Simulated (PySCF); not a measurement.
Run record: geometry optimisation, `B[SiH2]C=C=C`.

Computed with PBE0-D3(BJ)/def2-SVP geometry optimisation, gas phase (PySCF 2.14.0). Start geometry: GFN2-xTB. A driver script takes a list of jobs; this job's settings line and coordinates (Å) are shown.

Command:
```bash
OMP_NUM_THREADS=1 python probes_run.py task.json out
```

Input:
```
{"job": {"xc": "PBE0", "basis": "def2-SVP", "d3": "d3bj", "grid": 1, "shake": 0.01, "kind": "geom"}, "charge": 0, "multiplicity": 1}
B     -1.977170     0.863590     0.565670
Si    -1.286760    -0.573270    -0.523720
C      0.399560    -0.990000     0.227270
C      1.502970    -0.249150     0.069020
C      2.480280     0.521810    -0.153420
H     -2.602700     0.696120     1.543830
H     -1.776930     2.006830     0.293700
H     -1.987980    -1.851340    -0.508340
H     -1.053390    -0.295030    -1.934530
H      0.476180    -1.879820     0.857170
H      2.709800     1.347580     0.523070
H      3.155830     0.374410    -0.968740
```

Question: What does the run print?

Answer: 
```
step   0  E = -432.25921901  max force = 0.080397
step   1  E = -432.26854776  max force = 0.008954
step   2  E = -432.26883411  max force = 0.001343
step   3  E = -432.26893557  max force = 0.001438
step   4  E = -432.26898452  max force = 0.000873
step   5  E = -432.26902697  max force = 0.000927
step   6  E = -432.26907617  max force = 0.001483
step   7  E = -432.26913330  max force = 0.001878
step   8  E = -432.26917559  max force = 0.001221
step   9  E = -432.26920088  max force = 0.000616
step  10  E = -432.26921197  max force = 0.000492
step  11  E = -432.26923078  max force = 0.000910
step  12  E = -432.26925523  max force = 0.000970
step  13  E = -432.26928452  max force = 0.000580
step  14  E = -432.26929898  max force = 0.000340
optimisation converged
```

Energies in Eh; «max force» is the largest Cartesian gradient component in Eh/bohr.

Question: Give the first gradient maximum in eV/Å.

Answer: With 1 Eh/bohr = 51.422 eV/Å, 4.134 eV/Å.

In short: final energy -432.26930 Eh after 14 steps; dipole 0.40 D.

Question: How long does this job take on Arm Neoverse V1, one thread, shared host with 64 logical CPUs at a one-minute load of 32? And the peak memory of the process?

Answer: About 56 s, with 0.45 GiB resident at the peak, the Python interpreter and its libraries included.
Labels such as C1 count atoms from 1, the log's own numbers from 0.
